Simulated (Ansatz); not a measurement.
The cation of C2H5FGaI (`FC(I)[CH2][GaH2]`) at the neutral geometry.

```yaml
crystal:
  periodic: [false, false, false]
  atoms:
    - {symbol: F, position_ang: [-0.602755, -1.051512, 1.673290]}
    - {symbol: C, position_ang: [0.106383, -1.138839, 0.528731]}
    - {symbol: I, position_ang: [2.106674, -0.222542, 0.926044]}
    - {symbol: C, position_ang: [-0.507601, -0.355630, -0.578412]}
    - {symbol: Ga, position_ang: [0.006201, 1.573439, -0.295630]}
    - {symbol: H, position_ang: [0.355324, -2.185215, 0.350798]}
    - {symbol: H, position_ang: [-0.084475, -0.690687, -1.527708]}
    - {symbol: H, position_ang: [-1.583846, -0.554434, -0.586095]}
    - {symbol: H, position_ang: [-0.511623, 2.306725, 0.987867]}
    - {symbol: H, position_ang: [0.715718, 2.318705, -1.478884]}
basis:
  gaussian: {orbitals: def2-TZVPP}
total_charge: 1
magnetization: {spin_polarized: true, initial_magnetization: 1}
hamiltonian: {xc: {name: wB97M-V}}
```

```sh
$ ansatz run in.yaml --threads 2 --pin off --events-out ev --progress --plain --max-ram 22528MiB --backend cpu
```

It prints (some lines left out):

```
Functional definition: wB97M-V
1603 factors; their error is unknown
362 factors; integrals over basis functions are off by at most 2.7e-5 eV
mean field evaluation 1: about -65326.8081 eV, gradient 5.1e1 eV
mean field evaluation 2: about -65312.6990 eV, gradient 7.4e1 eV
mean field evaluation 4: about -65337.1927 eV, gradient 5.2e0 eV
mean field evaluation 8: about -65337.4913 eV, gradient 7.0e-1 eV
mean field evaluation 16: about -65337.7755 eV, gradient 6.4e-3 eV
mean field -65338.03890851 eV, -2401.1286421743 hartree, gradient 3.8e-6 eV, S^2 0.759473; 6 other end points of the search recorded, 0 dependent functions left out
reference -65338.03896064 eV, -2401.1286440902 hartree; 41, 40 occupied and 220, 221 virtual orbitals, 1603 factors
Total energy: -65338.03896064 eV, -2401.1286440902 hartree
```

Run time 2.5 min (2 threads of an AMD EPYC 7R13 on a shared host); peak host memory 2.2 GiB.
